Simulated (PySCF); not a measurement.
Work out the structure from these simulated measurements.

Formula: CH4F2Si.

* 13C NMR: chemical shifts (computed TMS as zero) by class: 126.9 (1 C) ppm [GIAO PBE0/pcSseg-1]
* Polarisability: 43.0 au [PBE0/def2-SVPD]
* XPS: Si2p3/2 107.4, C1s 295.0, F1s 693.0 (×2), Si1s 1847.1 eV [ΔSCF SCAN, pcX-2 on the ionised atom, pcseg-1 elsewhere, spin-free X2C, 2p3/2 from a spin–orbit splitting computed afterwards within the 2p shell]
* Rotational structure: rotational constants A, B, C: 9.052, 4.147, 3.117 GHz [GFN2-xTB]
* NMR, other nuclei: isotropic shieldings of nuclei other than C and H, by class: 317 (2 F), 423 (1 Si) ppm [GIAO PBE0/pcSseg-1]
* Triplet: lowest triplet excitation (Tamm–Dancoff): 7.02 eV [TDA PBE0/def2-SVPD]
* 1H NMR: chemical shifts (computed TMS as zero) by class: 6.60 (1 H), 3.93 (3 H) ppm [GIAO PBE0/pcSseg-1]

The electronic properties come from PySCF, for the isolated species, density fitting. Levels stand in brackets. Isolated species at its GFN2-xTB geometry, gas phase. NMR classes are plain means over equivalent atoms (diastereotopic ones count apart unless rotation or inversion swaps them), as if these changed places fast.

Question: Give a SMILES that accounts for the data.

Answer: Numbering: `[F:1][CH:2]([F:3])[SiH3:4]`. Its formula, CH4F2Si, gives 0 degrees of unsaturation, so no ring and no π bond. The one carbon: CHF2 carbon [C2] (126.9 ppm). Hydrogen classes from least to most shielded: 1 H on a CHF2 carbon, C2 (6.60 ppm), 3 H on an SiH3 silicon, Si4 (3.93 ppm). The other shieldings belong to: 317 ppm, fluorine of a CF2 group [F1/F3]; 423 ppm, SiH3 silicon [Si4]. The core levels belong to: Si2p3/2 107.4 eV, SiH3 silicon [Si4]; C1s 295.0 eV, CHF2 carbon [C2]; F1s 693.0 eV, fluorine of a CF2 group [F1/F3]; Si1s 1847.1 eV, SiH3 silicon [Si4]. The optimised geometry has point group Cs and is an asymmetric top. Structure: `FC(F)[SiH3]`. The assignments are read from this structure; whether some other isomer fits the data as well wasn't checked.
